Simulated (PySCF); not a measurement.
What binds HfN: the parts of the energy along the bond

State: ²Σ⁺, doublet, unpaired electrons σ ↑. ROHF-based CCSD(T) in PySCF 2.14 with Hf aug-cc-pVDZ-PP with ECP60, N aug-cc-pVDZ and Hf aug-cc-pVTZ-PP with ECP60, N aug-cc-pVTZ (frozen core orbitals: 5; scalar-relativistic core potentials). Correlation energies are extrapolated as n⁻³ (n = 2, 3), Hartree–Fock as (n+1)·exp(−9√n). All energies in eV from Hf (5d2 6s2) + N.

```csv
R (Å),HF/CBS,CCSD corr.,(T),total
1.5058,-0.594,-3.000,-0.3378,-3.931
1.5742,-1.294,-3.198,-0.3937,-4.885
1.6427,-1.584,-3.379,-0.4552,-5.417
1.7111,-1.565,-3.546,-0.5229,-5.634
1.7796,-1.317,-3.707,-0.5985,-5.622
1.8651,-0.778,-3.911,-0.7050,-5.394
1.9507,-0.066,-4.128,-0.8227,-5.017
```

A fit to the total gives Re = 1.7404 Å, De = 5.652 eV, ωe = 930.5 cm⁻¹, Be = 0.4284 cm⁻¹ (masses 179.9465 and 14.0031 u).

At R = 1.7111 Å the CCSD correlation energy is -0.271534 hartree in the smaller basis and -0.307500 in the larger. Extrapolate it.

(3³·E3 − 2³·E2)/(3³ − 2³) = -0.32264 hartree; the larger basis holds 95.3 % of it.

The T1 diagnostic is 0.043, large enough to doubt a single reference. The state was picked by a PBE0 search and need not be the measured ground state. Spin–orbit coupling, excitations beyond (T) and corrections to the Born–Oppenheimer picture are left out, and spin–orbit coupling matters for open p, d or f shells this heavy.
